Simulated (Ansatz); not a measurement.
Molecule: C3H5O2 (charge 0, doublet). It need not be the lowest isomer of its formula. 
Coordinates optimised at B3LYP-D3(BJ)/def2-TZVP (Ansatz, a program for electronic structure):
```
C
O 1 1.1993
O 1 1.3736 2 122.89
C 3 1.3605 1 118.55 2 0.00
H 4 1.0750 3 114.17 1 180.00
H 4 1.0761 5 126.72 3 180.00
C 1 1.4991 2 126.81 3 -180.00
H 7 1.0860 1 109.40 2 0.00
H 7 1.0910 8 110.02 1 -120.94
H 7 1.0910 8 110.02 9 -118.12
```
Charge 0, spin multiplicity 2.

Basis-set convergence of Hartree-Fock and CCSD correlation energies (hartree) with Ansatz. Cores are frozen in the correlated levels unless marked. UHF or UKS for open shells. Spin-orbit coupling is left out. Non-relativistic.

```
basis    functions       E(HF)  E(corr, CCSD)
-------  ---------  ----------  -------------
cc-pVDZ         95  -266.22394       -0.78684
cc-pVTZ        220  (withheld)     (withheld)
```

### Question
What belongs in the gaps?

### Answer

- cc-pVTZ, E(HF): -266.30398
- cc-pVTZ, E(corr, CCSD): -0.96258
